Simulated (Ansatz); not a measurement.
A nudged elastic band was laid between two geometries of ClH3OSn + H4Si (11 atoms, charge 0, multiplicity 1).

Level of theory: RKS PBE0/def2-SVP in Ansatz 0.2.0.

| Item | Value |
| --- | --- |
| movable images | 9 |
| climbing image | yes |
| spring | 5.0 eV/Å² |
| optimiser | quadratic models (default) |
| start path | through a guess of the saddle point |
| force threshold | 0.05 eV/Å |
| iteration limit | 42 |
| end points | relaxed |

Image 0:

```xyz
11
Properties=species:S:1:pos:R:3
Sn -0.440 -0.813 -0.276
O 0.080 -0.867 1.630
H -0.537 -0.396 2.202
H 0.941 -1.329 -1.119
Cl -0.865 1.446 -0.824
H -1.914 -1.637 -0.535
Si 1.352 3.221 1.599
H 2.246 3.905 2.583
H 2.037 3.169 0.274
H 0.078 3.990 1.485
H 1.070 1.835 2.077
```

Image 10:

```xyz
11
Properties=species:S:1:pos:R:3
Sn 0.012 0.497 -0.359
O 0.322 -0.167 2.348
H -0.312 0.197 2.977
H 1.194 -0.734 -0.457
Cl -0.279 1.154 -2.641
H -1.536 -0.084 0.075
Si 0.752 2.615 0.885
H 2.039 2.347 1.606
H 0.948 3.782 -0.024
H -0.275 2.971 1.915
H 1.182 -0.054 2.771
```

**Question.** Which bonds break or form, and what moves?

**Answer.** Bonds broken: Sn1–O2, Si7–H11. Bonds formed: Sn1–Si7, O2–H11. ClH3OSn + H4Si becomes ClH5SiSn + H2O.

**Question.** What energy profile does the band end with?

**Answer.** The forces met the threshold. The highest image is number 5 of 0 to 10, 36.5 kcal/mol above the first end and 47.9 kcal/mol above the last; the last end lies 11.4 kcal/mol below the first. A vibrational analysis at the climbing image gives one clearly imaginary mode, 1321i cm⁻¹: a first-order saddle point. The orbitals stay closed-shell, which can raise the energy where a bond breaks towards radicals; this wasn't checked here.

```csv
image,path coordinate (Å),energy (kcal/mol),Sn1–O2 (Å),Si7–H11 (Å),Sn1–Si7 (Å)
0,0.00,0.0,1.98,1.49,4.80
1,0.80,0.1,1.98,1.49,4.64
2,1.60,0.3,1.98,1.49,4.38
3,2.39,1.4,1.98,1.49,3.99
4,3.19,9.3,2.00,1.51,3.54
5,3.99,36.5,2.14,1.86,3.12
6,4.94,10.7,2.49,2.40,2.71
7,5.90,-3.5,2.79,2.83,2.58
8,6.86,-8.9,2.88,3.13,2.56
9,7.81,-10.9,2.81,3.22,2.56
10,8.77,-11.4,2.80,3.30,2.57
```

**Question.** What is the geometry of the highest image?

**Answer.** 
```xyz
11
Properties=species:S:1:pos:R:3
Sn -0.074 0.031 -0.094
O -0.008 -0.155 2.039
H -0.851 -0.230 2.517
H 1.463 -0.155 -0.807
Cl -1.404 1.740 -1.035
H -1.095 -1.330 -0.284
Si 1.199 2.539 1.258
H 2.429 2.653 2.115
H 1.664 2.785 -0.149
H 0.286 3.674 1.617
H 0.438 0.970 1.918
```

**Question.** What are the harmonic wavenumbers there?

**Answer.** 1321i, 37, 100, 129, 145, 305, 353, 360, 389, 395, 453, 498, 526, 673, 708, 733, 859, 921, 936, 1093, 1419, 1945, 1958, 2180, 2189, 2205, 3779 cm⁻¹.

Time of the run: 9.5 min on 2 threads of Arm Neoverse V1, on a shared host, peak memory 0.29 GiB.
